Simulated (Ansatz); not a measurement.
CH4Be (SMILES [BeH][CH3]), charge 0, multiplicity 1, relaxed at each level with Ansatz (a program for electronic structure); harmonic frequencies from differences of analytic forces, average atomic masses, frozen cores.

Question: Give the equilibrium geometry, the harmonic frequencies and the zero-point energy at PBE0/def2-TZVPP.

Answer: 
(charge 0, multiplicity 1):
```
atom    x (Å)    y (Å)    z (Å)
----  -------  -------  -------
Be    -0.9379  -0.4932  -0.1360
H     -2.1141  -1.1119  -0.3065
C      0.5326   0.2801   0.0772
H      1.0122  -0.0025   1.0202
H      0.4252   1.3698   0.0907
H      1.2417   0.0417  -0.7225
```
Frequencies (cm⁻¹): 427, 427, 727, 727, 867, 1227, 1431, 1431, 2126, 3025, 3100, 3100. Zero-point energy 26.61 kcal/mol.

Question: Give the equilibrium geometry, the harmonic frequencies and the zero-point energy at CCSD(T)/cc-pVTZ.

Answer: 
(charge 0, multiplicity 1):
```csv
atom,x (Å),y (Å),z (Å)
Be,-0.9454,-0.4972,-0.1371
H,-2.1183,-1.1141,-0.3071
C,0.5351,0.2814,0.0776
H,1.0153,-0.0010,1.0210
H,0.4282,1.3717,0.0911
H,1.2448,0.0432,-0.7223
```
Frequencies (cm⁻¹): 422, 422, 728, 728, 861, 1243, 1451, 1451, 2136, 3008, 3081, 3082. Zero-point energy 26.61 kcal/mol.
